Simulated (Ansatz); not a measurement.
Coupled-cluster run, Ga2H6N2 (`[NH2][Ga]([NH2])[GaH2]`).

```yaml
crystal:
  periodic: [false, false, false]
  atoms:
    - {symbol: N, position_ang: [-1.796638, 0.293877, -0.648576]}
    - {symbol: Ga, position_ang: [-0.122108, -0.124795, -0.049070]}
    - {symbol: N, position_ang: [0.206186, -1.921393, 0.007575]}
    - {symbol: Ga, position_ang: [1.529340, 1.565123, 0.616543]}
    - {symbol: H, position_ang: [-2.447780, -0.384400, -1.007459]}
    - {symbol: H, position_ang: [-2.098117, 1.231954, -0.845448]}
    - {symbol: H, position_ang: [1.031898, -2.323006, 0.415674]}
    - {symbol: H, position_ang: [-0.490930, -2.623239, -0.177573]}
    - {symbol: H, position_ang: [2.565947, 2.173775, -0.404755]}
    - {symbol: H, position_ang: [1.622213, 2.112114, 2.093089]}
basis:
  gaussian: {orbitals: def2-TZVPP}
correlation: {method: ccsd_t}
output: {orbitals: {seedname: orbitals}}
```

```sh
$ ansatz run in.yaml --threads 4 --pin off --events-out ev --progress --plain --max-ram 10444MiB
```

The program prints (abridged):

```
Functional definition: HF
1482 factors; integrals over basis functions are off by at most 1.0e-3 eV
mean field evaluation 1: about -107722.8860 eV, gradient 5.3e1 eV
mean field evaluation 2: about -107722.9683 eV, gradient 5.3e1 eV
mean field evaluation 4: about -107729.1208 eV, gradient 3.8e0 eV
mean field evaluation 8: about -107729.1949 eV, gradient 3.7e-1 eV
mean field -107729.19583361 eV, -3958.9749254136 hartree, gradient 2.5e-6 eV, S^2 0.000000; 0 other end points of the search recorded, 0 dependent functions left out
20 core orbitals not correlated: weight in the atoms' cores, before any rotation towards them, 1.000 or more for the frozen orbitals, at most 0.000 for the correlated occupied ones
reference -107729.19583361 eV, -3958.9749254136 hartree; 21, 21 occupied and 201, 201 virtual orbitals, 1482 factors
second order -24.29305488 eV of doubles, -0.00000000 eV of singles
cycle   1  -23.78934578 eV  change    5.0e-1 eV  update   1.3e-1
cycle   2  -24.60237614 eV  change   -8.1e-1 eV  update   3.9e-2
cycle   3  -24.73306870 eV  change   -1.3e-1 eV  update   1.9e-2
cycle   4  -24.71576771 eV  change    1.7e-2 eV  update   4.6e-3
cycle   5  -24.71584859 eV  change   -8.1e-5 eV  update   2.3e-3
cycle   6  -24.71618499 eV  change   -3.4e-4 eV  update   6.6e-4
cycle   7  -24.71587082 eV  change    3.1e-4 eV  update   3.1e-4
cycle   8  -24.71579805 eV  change    7.3e-5 eV  update   1.0e-4
cycle   9  -24.71581646 eV  change   -1.8e-5 eV  update   3.9e-5
perturbative correction -0.98786305 eV, -0.0363032976 hartree
Total energy: -107754.89951312 eV, -3959.9195182130 hartree
```

It took 3 min on 4 threads of an Arm Neoverse V2 on a shared host, with 4.8 GiB of host memory at the peak.

The correlation energy is -25.704 eV, 3.8 % of it from (T); the T1 diagnostic reads 0.0134.
